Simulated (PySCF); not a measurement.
Results of a calculation; reference values are marked as such.
A vibrational averaging run on CH₄F₂SeSi, SMILES FC(F)[SiH2][SeH]. A sound run at PBE0/pcSseg-1 gave B0 = 5958, 993, 890 MHz, harmonic ZPE 10575 cm⁻¹, lowest mode 60 cm⁻¹ and averaged shieldings 315.23, 55.23, 308.71, 382.88, 2195.32, 24.75, 26.32, 26.10, 30.24 ppm.

Input of the run in question:

```
{"job": {"xc": "PBE0", "basis": "pcSseg-1", "grid": 2, "temperatures": [298.15, 300], "delta": 0.02, "kind": "iso"}, "charge": 0, "multiplicity": 1}
F     -0.502832     1.598832     0.823756
C     -0.811895     0.821297    -0.258926
F     -2.164520     0.616818    -0.245861
Si     0.080751    -0.870134    -0.098905
Se     2.335975    -0.569194    -0.130168
H     -0.573007     1.403216    -1.158658
H     -0.231005    -1.695203    -1.292975
H     -0.408670    -1.502773     1.151565
H      2.329449     0.221115     1.109453
```

Command: OMP_NUM_THREADS=1 python ens_run.py task.json out

Output:

```
parent
  Be/MHz 5988.677 998.1 894.261
  B0/MHz 5958.386 978.273 880.947
  ZPE/cm-1 10574.9
  <sigma>(0 K)/ppm 310.610 53.154 304.674 374.842 2185.497 24.844 26.298 26.144 30.295
77Se at atom 4
  Be/MHz 5991.965 1013.734 906.817
  B0/MHz 5967.959 990.817 891.506
  ZPE/cm-1 10576.8
  <sigma>(0 K)/ppm 309.399 52.650 303.619 373.700 2186.181 24.855 26.303 26.166 30.320
```

Question: What is doubtful here, and how much did it matter?

Answer: The setting at fault: displacement step far too small, numerical noise dominates. The isotope effects on the shieldings at 0 K read -1211, -504, -1054, -1141, 684, 10, 5, 21, 26 ppb against -1, 0, -1, -2, -21, 0, 0, 0, 0 ppb in the sound run, and B0 − Be of the smallest constant -13.3 against -4.33 MHz.
